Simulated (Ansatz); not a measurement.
Input for Ansatz (a program for electronic structure): U-PBE0/def2-TZVPP on HfN, 2S+1 = 8, a spin state set in the input, which need not be the lowest. Elements past Kr take the def2 small-core potentials; no spin–orbit coupling.

Ansatz 0.2 input:
```yaml
crystal:
  periodic: [false, false, false]
  atoms:
    - {symbol: Hf, position_ang: [0.00000000, 0.00000000, 0.00000000]}
    - {symbol: N, position_ang: [0.00000000, 0.00000000, 2.33700000]}
basis:
  gaussian:
    orbitals: def2-TZVPP
hamiltonian:
  xc: {name: PBE0}
magnetization: {spin_polarized: true, initial_magnetization: 7}
relax: {f_tol: 0.002, max_steps: 120}
```

**Question.** Predict the final total energy.

**Answer.** -102.3475 hartree.

**Question.** How many basis functions does it have, and what does it roughly cost on one machine?

**Answer.** 87 functions; very roughly 80 core-seconds.
